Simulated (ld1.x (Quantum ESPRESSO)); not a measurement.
Building the RRKJ potential for Ni (PBEsol, scalar-relativistic).

ld1.x (Quantum ESPRESSO) 7.5 was run on this input:

```
&input
   title='Ni', zed=28., rel=1, dft='PBESOL', iswitch=3,
   config='[Ar] 3d7 4s0 4p0',
   nld=3, rlderiv=1.30, eminld=-13.0, emaxld=5.0, deld=0.04
 /
 &inputp
   pseudotype=2, tm=.false., rho0=0.001, lloc=-1, rcloc=0.95,
   nlcc=.true., new_core_ps=.true., rcore=0.40,
   file_pseudopw='Ni.UPF', file_wfcaegen='ae.wfc', file_wfcncgen='nc.wfc', file_beta='beta', file_chi='chi'
 /
3
3S  1  0   2.00   0.00  1.20  1.20  0.0
3P  2  1   6.00   0.00  0.75  0.75  0.0
3D  3  2   7.00   0.00  0.85  0.85  0.0
 &test
   configts(1)='3s2 3p6 3d7 4s0 4p0'
 /
```

Command:

```bash
ld1.x < Ni.in > Ni.out
```

Output (shortened: banner, matrices, multipoles, cross overlaps and the repeated all-electron block are left out):

```
Program LD1 v.7.5
     --------------------------- All-electron run ----------------------------

     Ni
     scalar relativistic calculation

     atomic number is 28.00
     dft =PBESOL   lsd =0 sic =0 latt =0  beta=0.20 tr2=1.0E-14
     Exchange-correlation= PBESOL
                           (   1   4  10   8   0   0   0)
     mesh =1195 r(mesh) =  98.77016 a.u. xmin = -7.00 dx = 0.01250
     1 Ry =  13.60569312 eV, c = 137.03599908

     n l     nl                  e(Ry)          e(Ha)          e(eV)
     1 0     1S 1( 2.00)      -605.9671      -302.9835     -8244.6021
     2 0     2S 1( 2.00)       -75.0553       -37.5276     -1021.1794
     2 1     2P 1( 6.00)       -65.0078       -32.5039      -884.4766
     3 0     3S 1( 2.00)       -11.0431        -5.5216      -150.2493
     3 1     3P 1( 6.00)        -8.1235        -4.0617      -110.5255
     3 2     3D 1( 7.00)        -3.4566        -1.7283       -47.0296
     4 0     4S 1( 0.00)        -2.4399        -1.2200       -33.1968
     4 1     4P 1( 0.00)        -1.8497        -0.9249       -25.1669

     final scf error:  5.5E-15 reached in  39 iterations

     Etot =   -3033.766837 Ry,   -1516.883419 Ha,  -41276.500594 eV

     Ekin =    3075.767490 Ry,    1537.883745 Ha,   41847.948580 eV
     Encl =   -7212.213619 Ry,   -3606.106809 Ha,  -98127.165232 eV
     Eh   =    1224.390518 Ry,     612.195259 Ha,   16658.681650 eV
     Exc  =    -121.711226 Ry,     -60.855613 Ha,   -1655.965592 eV

     normalization and overlap integrals

     s(1S/1S) =  1.000000  <r> =   0.0541  <r2> =    0.0039  r(max) =   0.0353
     s(2S/2S) =  1.000000  <r> =   0.2451  <r2> =    0.0709  r(max) =   0.2055
     s(2P/2P) =  1.000000  <r> =   0.2154  <r2> =    0.0570  r(max) =   0.1641
     s(3S/3S) =  1.000000  <r> =   0.7361  <r2> =    0.6250  r(max) =   0.6410
     s(3P/3P) =  1.000000  <r> =   0.7698  <r2> =    0.6971  r(max) =   0.6491
     s(3D/3D) =  1.000000  <r> =   0.8950  <r2> =    1.0156  r(max) =   0.6174
     s(4S/4S) =  1.000000  <r> =   2.1238  <r2> =    5.0951  r(max) =   1.8782
     s(4P/4P) =  1.000000  <r> =   2.4527  <r2> =    6.8197  r(max) =   2.1550

     ------------------------ End of All-electron run ------------------------

     --------------------- Generating NC pseudopotential ---------------------

      Generating local potential from pseudized AE potential:
      Matching radius rcloc =   0.9500

      Local pseudo, rcloc= 0.944 Estimated cut-off energy=    26.59 Ry

      Computing core charge for nlcc:

       r > 0.40 : true rho core
      Core charge pseudized with two Bessel functions
      Integrated core pseudo-charge :   5.91

      Wfc   3S  rcut= 1.213  Estimated cut-off energy=       36.82 Ry
      Using 4 Bessel functions for this wfc, rho(0) = 0.001
      This function has    0 nodes for 0 < r <    1.213

      Wfc   3P  rcut= 0.754  Estimated cut-off energy=      309.30 Ry
      This function has    0 nodes for 0 < r <    0.754

      Wfc   3D  rcut= 0.855  Estimated cut-off energy=      317.62 Ry
      This function has    0 nodes for 0 < r <    0.855

     ------------------- End of pseudopotential generation -------------------

     Computing logarithmic derivative in   1.29896
     Computing logarithmic derivative in   1.29896
     Computing the partial wave expansion
     R is outside the sphere for l=    0 j= 0.00
     R is outside the sphere for l=    1 j= 0.00
     R is outside the sphere for l=    2 j= 0.00

     ---------------------- Testing the pseudopotential ----------------------

     Ni
     scalar relativistic calculation

     atomic number is 28.00   valence charge is 18.00
     dft =PBESOL   lsd =0 sic =0 latt =0  beta=0.20 tr2=1.0E-14
     mesh =1195 r(mesh) =  98.77016 xmin = -7.00 dx = 0.01250

     n l     nl             e AE (Ry)        e PS (Ry)    De AE-PS (Ry)
     1 0     3S   1( 2.00)      -11.04312      -11.04311       -0.00001
     2 1     3P   1( 6.00)       -8.12347       -8.12353        0.00006
     3 2     3D   1( 7.00)       -3.45662       -3.45663        0.00001
     2 0     4S   1( 0.00)       -2.43992       -2.41471       -0.02521  !
     3 1     4P   1( 0.00)       -1.84973       -1.84675       -0.00298

     eps = 8.9E-16  iter =  4

     Etot =   -3033.766837 Ry,   -1516.883419 Ha,  -41276.500594 eV
     Etotps =  -361.965806 Ry,    -180.982903 Ha,   -4924.795679 eV

     Ekin =     194.826290 Ry,      97.413145 Ha,    2650.746718 eV
     Encl =    -711.105678 Ry,    -355.552839 Ha,   -9675.085638 eV
     Ehrt =     247.068720 Ry,     123.534360 Ha,    3361.541190 eV
     Ecxc =     -61.814702 Ry,     -30.907351 Ha,    -841.031863 eV
     (Ecc =     -28.718703 Ry,     -14.359351 Ha,    -390.737855 eV)
     Epseu=     -30.940437 Ry,     -15.470218 Ha,    -420.966086 eV

     ---------------------- End of pseudopotential test ----------------------
```

Generation and configuration tests took about 2 s on one core of a shared server CPU.
